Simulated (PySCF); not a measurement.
B(Cl)2(SeH) (BCl2HSe), SMILES [SeH]B(Cl)Cl.

Geometry optimised at B3LYP-D3(BJ)/def2-SVP. The values are those of a single conformer.

Level of theory: B3LYP-D3(BJ)/def2-SVP in PySCF 2.14.0.

Frequencies are harmonic and unscaled.

Question: Give all harmonic wavenumbers and intensities. (The exact figures need the calculation; the answer reports its results.)

Answer: 
```
mode  ν (cm⁻¹)  IR (km/mol)  Raman (Å⁴/amu)  depolarisation  moving atoms (share of kinetic energy)
----  --------  -----------  --------------  --------------  --------------------------------------
1          186          0.3             1.3            0.73                        Cl 71 %, Se 19 %
2          216          0.9             2.7            0.63                        Cl 67 %, Se 31 %
3          347          7.4             7.3            0.75                                  H 92 %
4          397          0.1             9.2            0.10                        Cl 81 %, Se 15 %
5          416          0.4             1.4            0.75                                  B 88 %
6          718         43.6            13.0            0.59                                  H 85 %
7          903        283.1             0.6            0.25                          B 89 %, Cl 8 %
8          977        228.3             1.1            0.75                 B 78 %, Cl 11 %, H 10 %
9         2417          9.2           144.2            0.29                                  H 99 %
```
